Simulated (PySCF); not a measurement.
C4H10BrClSi, SMILES CC[Si](Cl)(Br)CC, GFN2-xTB optimised geometry.

```
17

C      0.17    -2.47    -1.38
C     -0.38    -1.04    -1.41
Si     0.29     0.04     0.00
Cl     2.33     0.04     0.00
Br    -0.41    -0.90     1.90
C     -0.36     1.83     0.00
C     -1.88     1.93     0.05
H      1.25    -2.47    -1.46
H     -0.24    -3.05    -2.21
H     -0.11    -2.97    -0.46
H     -1.47    -1.08    -1.36
H     -0.12    -0.59    -2.37
H      0.06     2.36     0.86
H      0.01     2.35    -0.89
H     -2.33     1.47    -0.82
H     -2.27     1.43     0.94
H     -2.19     2.97     0.08
```

Density from B3LYP/def2-SVP (PySCF) at that geometry.

Minimum of the electron density along straight lines between bonded atoms, close to the bond critical point (lines longer than 1.1 times the sum of covalent radii, or with two minima, are not listed):

```json
[
 {"bond": "C1–C2", "length / Å": "1.527", "ρ at the minimum / e bohr⁻³": "0.239", "∇²ρ there / e bohr⁻⁵": "-0.53", "position (fraction from the first atom)": "0.50"},
 {"bond": "C2–Si3", "length / Å": "1.905", "ρ at the minimum / e bohr⁻³": "0.116", "∇²ρ there / e bohr⁻⁵": "0.28", "position (fraction from the first atom)": "0.62"},
 {"bond": "Si3–Cl4", "length / Å": "2.033", "ρ at the minimum / e bohr⁻³": "[?]", "∇²ρ there / e bohr⁻⁵": "0.30", "position (fraction from the first atom)": "0.37"},
 {"bond": "Si3–Br5", "length / Å": "2.233", "ρ at the minimum / e bohr⁻³": "[?]", "∇²ρ there / e bohr⁻⁵": "[?]", "position (fraction from the first atom)": "0.35"},
 {"bond": "Si3–C6", "length / Å": "1.902", "ρ at the minimum / e bohr⁻³": "0.117", "∇²ρ there / e bohr⁻⁵": "0.29", "position (fraction from the first atom)": "0.38"},
 {"bond": "C6–C7", "length / Å": "1.526", "ρ at the minimum / e bohr⁻³": "0.240", "∇²ρ there / e bohr⁻⁵": "-0.53", "position (fraction from the first atom)": "0.50"},
 {"bond": "C1–H8", "length / Å": "1.088", "ρ at the minimum / e bohr⁻³": "0.278", "∇²ρ there / e bohr⁻⁵": "-1.03", "position (fraction from the first atom)": "0.63"},
 {"bond": "C1–H9", "length / Å": "1.088", "ρ at the minimum / e bohr⁻³": "0.277", "∇²ρ there / e bohr⁻⁵": "-1.02", "position (fraction from the first atom)": "0.62"},
 {"bond": "C1–H10", "length / Å": "1.088", "ρ at the minimum / e bohr⁻³": "0.278", "∇²ρ there / e bohr⁻⁵": "-1.03", "position (fraction from the first atom)": "0.63"},
 {"bond": "C2–H11", "length / Å": "1.092", "ρ at the minimum / e bohr⁻³": "0.273", "∇²ρ there / e bohr⁻⁵": "-0.97", "position (fraction from the first atom)": "0.62"},
 {"bond": "C2–H12", "length / Å": "1.092", "ρ at the minimum / e bohr⁻³": "0.272", "∇²ρ there / e bohr⁻⁵": "-0.97", "position (fraction from the first atom)": "0.62"},
 {"bond": "C6–H13", "length / Å": "1.092", "ρ at the minimum / e bohr⁻³": "0.273", "∇²ρ there / e bohr⁻⁵": "-0.97", "position (fraction from the first atom)": "0.62"},
 {"bond": "C6–H14", "length / Å": "1.091", "ρ at the minimum / e bohr⁻³": "0.272", "∇²ρ there / e bohr⁻⁵": "-0.97", "position (fraction from the first atom)": "0.62"},
 {"bond": "C7–H15", "length / Å": "1.088", "ρ at the minimum / e bohr⁻³": "0.278", "∇²ρ there / e bohr⁻⁵": "-1.02", "position (fraction from the first atom)": "0.62"},
 {"bond": "C7–H16", "length / Å": "1.088", "ρ at the minimum / e bohr⁻³": "0.279", "∇²ρ there / e bohr⁻⁵": "-1.04", "position (fraction from the first atom)": "0.63"},
 {"bond": "C7–H17", "length / Å": "1.088", "ρ at the minimum / e bohr⁻³": "0.277", "∇²ρ there / e bohr⁻⁵": "-1.02", "position (fraction from the first atom)": "0.62"}
]
```

Fill in the missing entries.


- Si3–Cl4, ρ at the minimum / e bohr⁻³: 0.096
- Si3–Br5, ρ at the minimum / e bohr⁻³: 0.084
- Si3–Br5, ∇²ρ there / e bohr⁻⁵: 0.13
